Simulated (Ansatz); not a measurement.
The first iterations of a band of GeH4S2Se (8 atoms, charge 0, multiplicity 1).

Computed with Ansatz 0.2.0, RKS PBE0-D4/def2-SVP.

```
movable images  : 7
climbing image  : yes
spring          : 5.0 eV/Å²
optimiser       : quadratic models (default)
start path      : IDPP
force threshold : 0.05 eV/Å
iteration limit : 55
end points      : relaxed
```

Image 0:

```xyz
8
Properties=species:S:1:pos:R:3
S -0.684 1.259 -1.351
Ge 0.270 0.426 0.480
S 2.329 -0.143 -0.120
Se -1.067 -1.312 1.340
H -1.940 1.110 -0.874
H 0.433 1.433 1.630
H 1.916 -0.870 -1.182
H -1.165 -1.960 0.022
```

Image 8:

```xyz
8
Properties=species:S:1:pos:R:3
S -0.755 1.442 -1.263
Ge 0.258 0.448 0.451
S 2.335 -0.243 0.069
Se -0.951 -1.470 1.085
H -0.872 0.300 -1.976
H 0.370 1.526 1.539
H 1.951 -1.234 -0.765
H -2.244 -0.825 0.804
```

| iteration | highest image above the first end (eV) | largest band force component (eV/Å) |
| --- | --- | --- |
| 1 | 0.265 | 0.859 |
| 2 | 0.144 | 0.359 |

Task: Does the band converge within its limit, and where does its top end?

Result: The run converged. It ended after 5 iterations with the highest image 0.112 eV above the first end. A vibrational analysis at the climbing image gives 2 clearly imaginary modes (269i, 119i cm⁻¹): a point of higher order, so a lower path passes nearby.

The run took 3.1 min on 2 threads of Arm Neoverse V1 (shared host), peak memory 0.34 GiB.
